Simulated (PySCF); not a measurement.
Isomers of C2H3BO. All species are isolated molecules in the gas phase. One relaxed conformer stands for each flexible species; it need not be the lowest. Strings in code marks are SMILES.

Quantity: electronic energy of isomers of C2H3BO relative to `C=CB=O`, in kJ/mol.

Case: `[H]/B=C1\CO1`. Geometry of `B(=C1/CO1)/[H]` (neutral, multiplicity 1, Å):

```xyz
7

B      1.6228    -0.2133     0.6164
C      0.3123    -0.2858     0.1947
C     -1.0407     0.2728     0.1376
O     -0.6848    -0.9700    -0.5011
H      2.7237    -0.0827     1.0116
H     -1.6914     0.1747     1.0128
H     -1.2419     1.1044    -0.5457
```

Task: What electronic energy of isomers of C2H3BO relative to `C=CB=O` does B3LYP/3-21G // PBE-D3(BJ)/def2-TZVP (PySCF) give?

Result: 530.9 kJ/mol.
